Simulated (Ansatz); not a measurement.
C$_{2}$H$_{7}$B$_{2}$FO at its PBE0-D4/def2-TZVP geometry, where that method's forces vanish. Total charge 0; spin multiplicity 1. The bonds changed during the relaxation, so this is another structure than the one it started from.

```xyz
13

B     0.8900   -1.0010    0.1048
C     0.8036    0.6434    0.0532
B     0.5020    0.7502   -1.3902
F     1.7121    1.3312    0.7500
O    -0.0274   -0.0780    0.9933
C    -1.4555   -0.0328    0.8471
H     1.8310   -1.3874    0.7234
H     0.2714   -1.6992   -0.6371
H     1.3590    1.2177   -2.0745
H    -0.5112    0.3330   -1.8539
H    -1.7801    0.9869    1.0483
H    -1.8513   -0.7216    1.5912
H    -1.7437   -0.3424   -0.1555
```

Question: What forces (eV/Å) does r2SCAN-D4/def2-TZVPP give on these atoms in Ansatz 0.2.0? (Best estimate.)

Answer: The calculation gave: 
```
B1   0.081 -0.207 -0.084
C2  -0.018  0.117 -0.486
B3  -0.026  0.031 -0.087
F4   0.231  0.147  0.203
O5   0.054 -0.137  0.428
C6  -0.398  0.000 -0.047
H7  -0.029  0.028 -0.019
H8   0.025  0.019  0.046
H9  -0.019 -0.020  0.027
H10  0.048  0.022  0.016
H11  0.018 -0.015 -0.007
H12  0.021  0.011 -0.014
H13  0.011  0.005  0.023
```
